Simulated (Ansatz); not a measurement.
```yaml
crystal:
  periodic: [false, false, false]
  atoms:
    - {symbol: Si, position_ang: [-1.508809, 0.158475, -0.769531]}
    - {symbol: N, position_ang: [0.092281, -0.417590, -0.401939]}
    - {symbol: B, position_ang: [0.920608, 0.049230, 0.632196]}
    - {symbol: S, position_ang: [2.568357, -0.666176, 0.872667]}
    - {symbol: H, position_ang: [-2.495718, -0.950065, -0.679404]}
    - {symbol: H, position_ang: [-1.836207, 1.217506, 0.211748]}
    - {symbol: H, position_ang: [-1.564697, 0.703185, -2.152021]}
    - {symbol: H, position_ang: [0.454767, -1.155767, -0.991185]}
    - {symbol: H, position_ang: [0.541381, 0.919325, 1.356462]}
    - {symbol: H, position_ang: [2.911236, 0.090676, 1.923907]}
basis:
  gaussian: {orbitals: "6-311G**"}
hamiltonian: {xc: {name: revPBE}}
output: {forces: true}
```

```sh
$ ansatz run in.yaml --threads 2 --pin off --events-out ev --progress --plain --max-ram 4352MiB
```

Q: How does Ansatz answer? (Best estimate.)

A: Ansatz gave: The input was rejected before any iteration.
```
Error: <dir> can't be read: No such file or directory (os error 2)
```
